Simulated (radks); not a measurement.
Species: La28+. Configuration: [Ar] 3d10 4s1 (the NIST ground configuration). Calculated with a radial shooting solver on a logarithmic mesh with Libxc functionals: scalar-relativistic Kohn-Sham, BLYP, spin-polarised, spherical densities, finite nucleus; open shells are filled with parallel spins first (spin-orbit coupling, left out, can overturn this in heavy ions); Fermi nuclear charge, rms radius 4.855 fm. Some entries of the table are withheld. Estimate them.

orbital,occ.,eigenvalue (eV),<r^2> (bohr^2)
1s up,1,-39722.51,0.0008535
1s down,1,-39721.82,0.0008535
2s up,1,-7111.535,0.01356
2s down,1,-7111.066,0.01356
2p up,3,-6476.656,0.01078
2p down,3,-6476.183,0.01078
3s up,1,(1),0.08980
3s down,1,(2),0.08971
3p up,3,-1999.886,0.08895
3p down,3,-1998.945,0.08884
3d up,5,(3),0.07455
3d down,5,(4),0.07443
4s up,1,(5),0.3706
4s down,0,(6),0.3720

Answer. 
(1) 3s up eigenvalue (eV): -2203.288
(2) 3s down eigenvalue (eV): -2202.375
(3) 3d up eigenvalue (eV): -1713.912
(4) 3d down eigenvalue (eV): -1713.070
(5) 4s up eigenvalue (eV): -1026.692
(6) 4s down eigenvalue (eV): -1022.001
